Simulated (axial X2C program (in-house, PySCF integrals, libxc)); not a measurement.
**PbF⁻: from the spin-free to the two-component result**

All values were computed with an axial X2C code built on PySCF integrals. Spin-free means the one-electron spin-free X2C Hamiltonian; two-component (2c) means X2C with spin–orbit coupling and atomic mean-field two-electron Coulomb and Gaunt terms, so the difference of the two also holds small scalar two-electron terms. Basis: Pb dyall-acv3z [13s15p11d8f1g], F dyall-av3z [7s6p3d2f] (cores contracted in-house); Gaussian nuclei, density fitting, unrestricted open shells. Masses: Pb 207.977 u, F 18.998 u.

Spin-free state: M_S = 1, Λ = 0 (beyond evenly filled blocks: π+α, π-α); fragments Pb + F-.

| level | Re (Å) | ωe (cm⁻¹) | De (eV) | μ (D) |
| --- | --- | --- | --- | --- |
| PBE0 | 2.144 | 407.9 | 2.587 | -2.67 |
| HF | 2.137 | 407.1 | 2.334 | -3.02 |
| MP2 | 2.166 | 398.8 | 2.421 | n/a |
| CCSD | 2.158 | 402.7 | 2.474 | n/a |
| CCSD(T) | 2.163 | 400.3 | 2.464 | n/a |
| PBE50 | 2.121 | 423.8 | 2.594 | -2.77 |

Correlated methods: 12 electrons correlated (number of frozen shells: Pb 5 s, 4 p, 3 d, 1 f; F 1 s), 292 virtual spin orbitals or spinors in MP2, 89 natural virtuals in coupled cluster.

Dipoles are positive if F is the positive end and refer to the centre of mass.

Two-component determinant lowest at the distance of the search:

Ω = 0 (closed shell); fragments Pb + F-.

| level | Re (Å) | ωe (cm⁻¹) | De (eV) | μ (D) |
| --- | --- | --- | --- | --- |
| PBE0 | 2.193 | 355.1 | 1.639 | -3.31 |
| HF | 2.188 | 348.2 | 1.370 | -3.58 |
| MP2 | 2.208 | 352.7 | 1.534 | n/a |
| CCSD | 2.203 | 353.3 | 1.571 | n/a |
| CCSD(T) | 2.206 | 354.4 | 1.580 | n/a |
| PBE50 | 2.168 | 369.4 | 1.626 | -3.38 |

Problem. From the two tables, how do the constants change at the CCSD(T) level (2c against spin-free)?

Solution. At the CCSD(T) level Re increases by 0.043 Å and ωe drops by 45.9 cm⁻¹; De changes by -0.884 eV.

The state is a single determinant with fixed occupations, the lowest that a limited PBE0 search found. Dissociation energies refer to the lowest single-determinant-based atoms at the same level and basis. CCSD and (T) use frozen natural virtuals with an MP2 correction for the truncation; (T) itself is uncorrected, so its De runs slightly low. PBE0 can misorder states that lie within some tenths of an eV, so this need not be the ground state of the molecule. The nearest other spin-free determinant of the search, M_S = 0, Λ = 2, lies 0.60 eV up at the distance of the search. The 2c closed shell (π1/2)² is the Ω = 0⁺ component of the spin-free π² triplet, mixed with the ¹Σ⁺ state; no single spin-free determinant represents it. The highest occupied level of some functionals is positive through self-interaction error; at Hartree–Fock it is bound. With the outer-core shells frozen, correlated bond lengths of heavy atoms tend to come out a few hundredths of an ångström too long. Hartree–Fock gets electron affinities wrong, so its lowest charge split need not be the true one.
